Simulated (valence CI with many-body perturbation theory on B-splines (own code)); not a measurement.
# Au LXXIII in three bases

Calculated by valence CI with perturbative core correlation (CI+MBPT): five valence electrons over a frozen Dirac-Fock core [He], a basis of 9 s, 9 p, 8 d, 6 f, 3 g, 1 h functions for each j, with the one-electron correlation potential Σ1 (screened to all orders), the two-electron term Σ2, the three-electron term Σ3, Breit, model QED; selected single and double excitations, second order for the rest, scaled by the run's own slope (own B-spline code, finite nucleus).

No measured spectrum was set against this ion. As an estimate, large intervals hold to a few tenths of a per cent, small ones and those within an open d or f shell to about a per cent. Among the levels kept, up to 3600 cm⁻¹ of a level comes from second order outside the variational space, and about a tenth of that is noise between levels of different J, which matters for small intervals.

The reference run has the lowest level (2s^2 2p1/2^2 2p3/2) J=3/2 and an ionisation energy of 19154.8 eV. Its largest variational space holds 20000 state functions.

Levels are named by their leading jj configuration (3d3/2^4 stands for four electrons in 3d with j = 3/2), which in mixed levels can hold well under half, so a name can repeat and another be missing. Letters in brackets count levels of one name in rising energy.

Changed runs:
A. basis 6 s, 6 p, 5 d, 3 f, 1 g
B. basis 5 s, 5 p, 4 d, 2 f

Excitation energies of the reference run in eV, and shifts in cm⁻¹:

| Level | Reference | A | B |
| --- | --- | --- | --- |
| (2s^2 2p1/2 2p3/2^2) J=3/2 | 1887.5 | +98 | -226 |
| (2s^2 2p1/2 2p3/2^2) J=5/2 | 1910.5 | +303 | +272 |
| (2s^2 2p1/2 2p3/2^2) J=1/2 | 1969.6 | +108 | +158 |
| (2s 2p1/2^2 2p3/2^2) J=5/2 | 2272.6 | -41 | -519 |
| (2s 2p1/2^2 2p3/2^2) J=1/2 | 2389.3 | -150 | -337 |
| (2s 2p1/2^2 2p3/2^2) J=3/2 | 2390.4 | +47 | -39 |
| (2s^2 2p3/2^3) J=3/2 | 3861.9 | +203 | -15 |
| (2s 2p1/2 2p3/2^3) J=3/2 [a] | 4191.0 | -107 | -766 |
| (2s 2p1/2 2p3/2^3) J=5/2 | 4233.5 | +212 | -128 |
| (2s 2p1/2 2p3/2^3) J=1/2 | 4307.4 | +83 | -219 |
| (2s 2p1/2 2p3/2^3) J=3/2 [b] | 4314.5 | +205 | +94 |
| (2p1/2^2 2p3/2^3) J=3/2 | 4739.4 | -221 | -605 |
| Ionisation energy (eV) | 19154.8 | +0.0014 | -0.094 |
